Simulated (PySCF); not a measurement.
Do core-level shifts follow atomic charges?

Compound: C5H12S2Si.
SMILES with atom numbers: `[SiH3:1][S:2][C@H:3]1[CH2:4][CH2:5][CH2:6][CH2:7][S:8]1`

Binding energies: delta-SCF UKS SCAN, pcX-2 on the ionised atom, pcseg-1 elsewhere, spin-free X2C in PySCF 2.14.0. Charges: PBE0/pcSseg-1 ground-state density, for the ionised atom.

```
atom                 environment  C 1s (eV)  Mulliken (e)  IAO (e)  Hirshfeld (e)  ESP (e)
  C5             ring CH2 carbon     290.63        -0.215   -0.254         -0.072   +0.081
  C6             ring CH2 carbon     290.69        -0.212   -0.253         -0.071   -0.150
  C4             ring CH2 carbon     290.78        -0.183   -0.253         -0.076   -0.173
  C7  sp3 carbon bound to sulfur     291.03        -0.331   -0.338         -0.074   -0.112
  C3  sp3 carbon bound to sulfur     291.65        -0.477   -0.266         -0.030   -0.319
```

Q: How well does each charge scheme correlate with the binding energies over these sites?

A: Hirshfeld: r = 0.91, slope 19.3 eV per e; IAO: r = -0.24, slope -2.7 eV per e; ESP: r = -0.77, slope -2.2 eV per e; Mulliken: r = -0.97, slope -3.3 eV per e. Hirshfeld charges have the highest r, on only 5 points.

Q: The point-charge model writes a binding energy as kq + V + constant, with V the potential of the other atoms' charges at the site. What does it give with the Mulliken charges?

A: V = Σ 14.40 eV Å × q/r over all other atoms: +1.31 eV at C5, +1.10 eV at C6, +0.33 eV at C4, +2.88 eV at C7, +2.61 eV at C3. Fitting binding energy − V to q gives k = 4.1 eV per e and leaves an rms residual of 0.60 eV, against 0.09 eV for the fit on q alone. The model has no term for differences in relaxation between sites.

Isolated species at its PBE0-D3(BJ)/def2-SVP geometry (one conformer only).
